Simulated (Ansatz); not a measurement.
Stepwise reaction of `C[S][Ge][S]C` with hydrogen fluoride, as a gas-phase model of exchange steps in deposition or etching. ΔE in kJ/mol; ΔG adds harmonic PBE0-D4 terms to CCSD(T)/CBS, at 1 bar.

Isolated molecules relaxed with PBE0-D4/def2-TZVP in Ansatz; ΔE leaves out vibrations. CBS: MP2 limit from def2 TZ/QZ plus the TZ coupled-cluster correction, frozen cores. This one scheme is used for every species. Functionals use def2-TZVPP. B3LYP here is the variant with VWN-RPA as its local correlation; programs differ in this. For Ge outer-core shells are correlated without core-valence functions, which leaves a few kJ/mol of doubt a bond. Scalar relativity is left out up to krypton. One conformer a species, not always the lowest.

```csv
step,reaction,PBE-D4,B3LYP-D4,ωB97M-V,CCSD(T)/CBS,ΔG(400 K)
1,`C[S][Ge][S]C` + H–F → `C[S][Ge][F]` + CH₃SH,-3.2,-12.5,-17.2,0.8,-13.2
2,`C[S][Ge][F]` + H–F → `[F][Ge][F]` + CH₃SH,-15.5,-24.8,-33.2,-20.9,-32.5
```

(1) By hand: ΔE of the 2 steps together at CCSD(T)/CBS.

Answers

(1) (0.8) + (-20.9) = -20.1 kJ/mol, or -10.0 kJ/mol a step.

In ΔE each step is lower than the one before. ΔG lies between -32.5 and -13.2 kJ/mol a step. PBE-D4 differs from CCSD(T)/CBS by -4.0 to 5.4 kJ/mol a step. Isolated molecules leave out the surface, adducts and barriers. Largest T1 diagnostic: 0.015.
